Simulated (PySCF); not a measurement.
Atoms are numbered as in `[CH3:1][C:2](=[O:3])[c:4]1[cH:5][cH:6][cH:7][cH:8][cH:9]1`. Each H is labelled by its parent atom.

PySCF 2.14.0 with density-fitted response routines calculation with geometry from GFN2-xTB and PBE0/pcSseg-1 with gauge-including orbitals; non-relativistic Hamiltonian, equivalent nuclei averaged, one computed conformer, no solvent model.

Q: List the cross peaks expected in HSQC, COSY and HMBC spectra.

A: 

HSQC (one-bond C–H):
| δH | δC |
| --- | --- |
| 8.39 (H(C5)/H(C9)) | 135.1 (C5/C9) |
| 7.82 (H(C7)) | 139.0 (C7) |
| 7.77 (H(C6)/H(C8)) | 133.8 (C6/C8) |
| 2.66 (H(C1)) | 28.7 (C1) |

COSY cross peaks (H two or three bonds apart, from the bond graph; peaks can be absent where the dihedral angle is near 90°):
| δH | δH |
| --- | --- |
| 8.39 (H(C5)/H(C9)) | 7.77 (H(C6)/H(C8)) |
| 7.82 (H(C7)) | 7.77 (H(C6)/H(C8)) |

HMBC (two and three bonds, from the bond graph):
| δH | δC |
| --- | --- |
| 8.39 (H(C5)/H(C9)) | 200.2 (C2), 140.0 (C4), 139.0 (C7), 135.1 (C5/C9), 133.8 (C6/C8) |
| 7.82 (H(C7)) | 135.1 (C5/C9), 133.8 (C6/C8) |
| 7.77 (H(C6)/H(C8)) | 140.0 (C4), 139.0 (C7), 135.1 (C5/C9), 133.8 (C6/C8) |
| 2.66 (H(C1)) | 200.2 (C2), 140.0 (C4) |

δ = σ(ref) − σ, references computed at the same level: TMS for ¹H (σ = 31.72 ppm) and ¹³C (σ = 186.93 ppm).

Short H···H contacts in this conformer between protons four or more bonds apart (candidates for NOE cross peaks, intensity ∝ r⁻⁶): H(C1)···H(C5) 2.38 Å.

Shifts are as computed. Against solution values, carbons near 30 ppm lie about +3 ppm off and those near 130 ppm about +5 ppm. Of 1211 compounds with measured shifts, 218 miss one by over three times the rms of a fit or turn the order of signals round; such compounds aren't used in these exercises.
